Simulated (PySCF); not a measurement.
**TaF: one state, many levels of theory**

State: ³Σ⁻ (triplet), unpaired electrons δ ↑↑. Set-up: basis Ta def2-TZVPPD with ECP60, F def2-TZVPPD; scalar-relativistic core potentials; PySCF 2.14. De refers to Ta (5d3 6s2) + F in their high-spin ground configurations, without counterpoise correction. The functionals are run spin-unrestricted. A positive dipole means Ta(−)F(+). Levels whose curve was spin-contaminated or gave no clean fit are not listed.

```csv
Level,Re (Å),ωe (cm⁻¹),De (eV),μ (D)
ROHF,1.823,726,n/a,-1.66
ROHF-MP2,1.803,745,n/a,n/a
ROHF-SCS-MP2,1.811,736,n/a,n/a
ROHF-CCSD,1.818,722,5.90,n/a
ROHF-CCSD(T),1.820,720,6.14,n/a
BLYP,1.826,699,n/a,-1.21
M06,1.805,729,n/a,-1.37
MN15,1.805,735,n/a,-1.12
ωB97X,1.817,718,n/a,-1.43
```

Task: What does second-order correlation do here, going from ROHF to ROHF-MP2?

Result: ROHF-MP2 less ROHF: -2.0 pm in Re, +2.6 % in ωe. Correlation nearly always deepens the well. The bond shortens, as in weak, metallic or heavy-atom bonds, where dispersion and the correlation of outer-core electrons pull the atoms together.

Task: What does the triples do here, going from ROHF-CCSD to ROHF-CCSD(T)?

Result: ROHF-CCSD(T) less ROHF-CCSD: +0.2 pm in Re, -0.3 % in ωe, +0.24 eV in De. Correlation nearly always deepens the well. The bond lengthens, as in strong covalent bonds, where excitations into antibonding orbitals dominate.

Correlated steps freeze 1 core orbital. De is left out where the level can put another filling of the metal’s s and d shells below the measured ground configuration, by anything from nothing to about 1 eV. Spin–orbit coupling is left out, which matters for elements this heavy, above all for dissociation energies. UHF is strongly spin-contaminated for TaF, so the ROHF reference used there is far from stable. With d or f electrons several states lie close, and the lowest PBE0 determinant need not be the measured ground state.

The whole job (state search and all levels along the bond) took about 13 min on 2 threads of Intel Xeon 6975P-C (shared host), peak memory 4.7 GiB.
